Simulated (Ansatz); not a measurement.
A run for Ansatz (a first-principles code): R-B97M-V/def2-TZVPP on C5H6O (SMILES C=CC(=O)C=C).

Ansatz 0.2 input:
```yaml
crystal:
  periodic: [false, false, false]
  atoms:
    - {symbol: C, position_ang: [-2.06103903, -0.41072451, 0.06641205]}
    - {symbol: C, position_ang: [-1.37645999, 0.64204422, -0.37487605]}
    - {symbol: C, position_ang: [0.09845386, 0.75431835, -0.48681999]}
    - {symbol: O, position_ang: [0.58178140, 1.78954401, -0.91171666]}
    - {symbol: C, position_ang: [0.95503337, -0.39460516, -0.07973909]}
    - {symbol: C, position_ang: [2.27950973, -0.32732759, -0.16766537]}
    - {symbol: H, position_ang: [-1.58498307, -1.32299305, 0.39916020]}
    - {symbol: H, position_ang: [-3.14249603, -0.39217323, 0.10948370]}
    - {symbol: H, position_ang: [-1.89469108, 1.53757355, -0.69925539]}
    - {symbol: H, position_ang: [0.47839827, -1.29167569, 0.29147372]}
    - {symbol: H, position_ang: [2.91112779, -1.15541592, 0.12520465]}
    - {symbol: H, position_ang: [2.75536479, 0.57143499, -0.53971709]}
basis:
  gaussian:
    orbitals: def2-TZVPP
hamiltonian:
  xc: {name: B97M-V}
scf: {lower_state_search: off}
```

The log:

```
WARN ansatz: RAYON_NUM_THREADS=6 ignored (pool sized by the plan → 6); use --threads N
Functional definition: B97M-V
these checks for a lower state are left out or cut short: stability, starts, cluster_reference, orbital_swaps, neighbouring_geometries, increment
integrals: 0.20 GiB planned
1405 factors; their error is unknown
mean field: 1.68 GiB planned
mean field evaluation 1: about -7320.7222 eV, gradient 6.7e1 eV
mean field evaluation 2: about -7314.9813 eV, gradient 8.3e1 eV
mean field evaluation 4: about -7330.7909 eV, gradient 6.8e0 eV
mean field evaluation 8: about -7330.9082 eV, gradient 3.9e-1 eV
mean field evaluation 16: about -7330.8698 eV, gradient 3.5e-3 eV
mean field -7330.86980335 eV, -269.4044962311 hartree, gradient 4.2e-6 eV, S^2 0.000000; 0 other end points of the search recorded, 0 dependent functions left out
reference -7330.86986334 eV, -269.4044984356 hartree; 22, 22 occupied and 248, 248 virtual orbitals, 1405 factors
Total energy: -7330.86986334 eV, -269.4044984356 hartree
Checks for a lower state left out: stability, starts, cluster_reference, orbital_swaps, neighbouring_geometries, increment
```

The run converged.

Cost: roughly 12 core-seconds.
